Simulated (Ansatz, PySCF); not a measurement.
Gas-phase reaction (SMILES): C=CCB(O)CC=C + Cl (HCl) -> C=CCB(Cl)CC=C [chloro-bis(prop-2-enyl)borane] + O (H2O); hydrogen chloride cleaves one B-O bond, a model of a ligand-exchange step.

Each molecule is optimised on its own at B3LYP-D3(BJ)/def2-TZVP (Ansatz, a program for electronic structure), one conformer each, not searched for the lowest. Correlated levels leave the core frozen unless marked. No spin-orbit coupling. No relativistic terms. CBS marks a two-point X^-3 extrapolation of the correlation energy; Hartree-Fock from the larger set. The bracket is a focal-point correction in the basis named. Thermal terms are rigid-rotor harmonic-oscillator values from B3LYP-D3(BJ) frequencies (Ansatz or PySCF) at 298.15 K and 1 atm. 1 Eh = 627.5095 kcal/mol.

```json
[
 {"species": "C=CCB(O)CC=C", "E, RI-MP2/CBS(aug-cc-pV(T+d)Z,aug-cc-pV(Q+d)Z)+[CCSD(T)-MP2]/aug-cc-pV(T+d)Z (Ansatz) (Eh)": "-334.93318", "E, r2SCAN-D4/def2-TZVPD (Ansatz + dftd4) (Eh)": "-335.28290", "H - E (Eh)": "0.17084"},
 {"species": "Cl (HCl)", "E, RI-MP2/CBS(aug-cc-pV(T+d)Z,aug-cc-pV(Q+d)Z)+[CCSD(T)-MP2]/aug-cc-pV(T+d)Z (Ansatz) (Eh)": "-460.37874", "E, r2SCAN-D4/def2-TZVPD (Ansatz + dftd4) (Eh)": "-460.78611", "H - E (Eh)": "0.01000"},
 {"species": "C=CCB(Cl)CC=C", "E, RI-MP2/CBS(aug-cc-pV(T+d)Z,aug-cc-pV(Q+d)Z)+[CCSD(T)-MP2]/aug-cc-pV(T+d)Z (Ansatz) (Eh)": "-718.91611", "E, r2SCAN-D4/def2-TZVPD (Ansatz + dftd4) (Eh)": "-719.62730", "H - E (Eh)": "0.15722"},
 {"species": "O (H2O)", "E, RI-MP2/CBS(aug-cc-pV(T+d)Z,aug-cc-pV(Q+d)Z)+[CCSD(T)-MP2]/aug-cc-pV(T+d)Z (Ansatz) (Eh)": "-76.37791", "E, r2SCAN-D4/def2-TZVPD (Ansatz + dftd4) (Eh)": "-76.42298", "H - E (Eh)": "0.02495"}
]
```

Q: Work out ΔE and ΔH at 298.15 K at the first level, then ΔH at the second.

A: 
1. ΔE = [(-718.91611) + (-76.37791)] - [(-334.93318) + (-460.37874)] = 0.01790 Eh = 11.2 kcal/mol at RI-MP2/CBS(aug-cc-pV(T+d)Z,aug-cc-pV(Q+d)Z)+[CCSD(T)-MP2]/aug-cc-pV(T+d)Z.
2. The terms H - E add up to 0.00133 Eh, so ΔH = (0.01790 + (0.00133))×627.5095 = 12.1 kcal/mol.
3. At r2SCAN-D4/def2-TZVPD the same steps give ΔE = 11.8 and ΔH = 12.6 kcal/mol, a shift of +0.5 from the first level.
4. These values are not checked against measurement here, since the tables used lack a sound gas-phase enthalpy of formation for at least one species.
